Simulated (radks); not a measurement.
The numbers below are computed, except where a source is named.
Task: All-electron atom: Te in [Kr] 4d10 5s2 5p4. Level of theory: scalar-relativistic Kohn-Sham, PBE, spin-polarised, spherical densities, finite nucleus; open shells are filled with parallel spins first (spin-orbit coupling, left out, can overturn this in heavy ions); Fermi nuclear charge, rms radius 4.7423 fm (a radial shooting solver on a logarithmic mesh with Libxc functionals). Some entries of the table are withheld. Estimate them.

orbital  occ.  eigenvalue (Ry)  r(max) (bohr)  <r> (bohr)
1s up       1        -2324.529        0.01794     0.02781
1s down     1        -2324.525        0.01794     0.02781
2s up       1        -356.4654         0.1014      0.1199
2s down     1        -356.4639         0.1014      0.1199
2p up       3        -320.0068        0.08123      0.1048
2p down     3        -320.0038        0.08123      0.1048
3s up       1        -70.93314         0.2926      0.3221
3s down     1        -70.92998         0.2926      0.3221
3p up       3        -59.08038         0.2863      0.3202
3p down     3        -59.07676         0.2863      0.3202
3d up       5        -41.15691         0.2379      0.2968
3d down     5        -41.15348         0.2379      0.2968
4s up       1        -12.07753         0.7010      0.7647
4s down     1        -12.06985         0.7011      0.7646
4p up       3              (1)         0.7380      0.8212
4p down     3              (2)         0.7381      0.8209
4d up       5         -3.06071            (3)      0.9737
4d down     5         -3.04676            (4)      0.9700
5s up       1         -1.14683          1.802       2.089
5s down     1         -1.05633          1.785       2.081
5p up       3         -0.47538          2.174       2.648
5p down     1         -0.38215          2.166       2.707

Result: 
(1) 4p up eigenvalue (Ry): -8.40520
(2) 4p down eigenvalue (Ry): -8.39725
(3) 4d up r(max) (bohr): 0.8110
(4) 4d down r(max) (bohr): 0.8109
